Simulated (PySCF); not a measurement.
Input of a response calculation (the driver script's job line, then coordinates in Å):

```
{"job": {"kind": "uv", "xc": "wB97X-D", "basis": "def2-SVPD", "ip": false, "nstates": 10}, "charge": 0, "multiplicity": 1}
B      0.010134    -0.009937    -1.183458
As     0.029286    -0.015110     0.967733
H      0.747223     1.120921     1.648764
H      0.654048    -1.202285     1.652409
H     -1.312174     0.043179     1.650196
Cl     1.769386    -0.067373    -1.634352
Cl    -0.827862     1.552763    -1.587357
Cl    -0.931812    -1.507838    -1.597635
```

The calculation used TDDFT wB97X-D/def2-SVPD, vertical, gas phase, core orbitals frozen in the response (PySCF). Job line and output are in the format of a driver script around the code.

Q: What does the script print for it, SCF cycles aside?

A: 
```
converged SCF energy = -3642.5819040036

Static polarisability (au): isotropic 88.700, principal 84.877 84.945 96.277

Singlet excitations
state   eV       nm        f      main configurations
  1   7.1077    174.4   0.22880   H->L 0.43, H->L+1 0.43
  2   7.1683    173.0   0.00001   H-1->L 0.44, H-1->L+1 0.40
  3   7.1988    172.2   0.02669   H->L+2 0.76, H->L+1 0.11
  4   7.2138    171.9   0.03023   H->L+3 0.74, H->L+2 0.11
  5   7.3354    169.0   0.08676   H->L 0.47, H->L+1 0.32, H->L+3 0.11
  6   7.6133    162.9   0.01099   H-1->L+2 0.67, H-1->L+1 0.17
  7   7.6221    162.7   0.00945   H-1->L+3 0.64, H-1->L+2 0.17, H-1->L+1 0.09
  8   7.6911    161.2   0.00003   H-1->L 0.47, H-1->L+1 0.28, H-1->L+3 0.11
  9   7.7307    160.4   0.02992   H-2->L 0.40, H-2->L+1 0.38
 10   7.7333    160.3   0.02818   H-3->L 0.40, H-3->L+1 0.35

Triplet excitations (Tamm-Dancoff, eV): 6.4044 6.5920 6.6030 7.1163
```

Geometry: PBE0-D3(BJ)/def2-SVP; no solvent, vibrations or thermal averaging. The wB97X-D/def2-SVPD calculation is non-relativistic and has no spin–orbit coupling, an omission that weighs most on arsenic.

The species is `ClB(Cl)(Cl)<-[AsH3]` (B(AsH3)Cl3).

H and L stand for HOMO and LUMO.

On an AMD EPYC with one thread, no GPU, on a shared host, this took 63 s (with the writing of density and orbital grids) and 0.72 GiB of memory at its peak.

The pairwise dispersion term of wB97X-D wasn't added to the energies; at a given geometry it leaves orbitals and properties as they are.
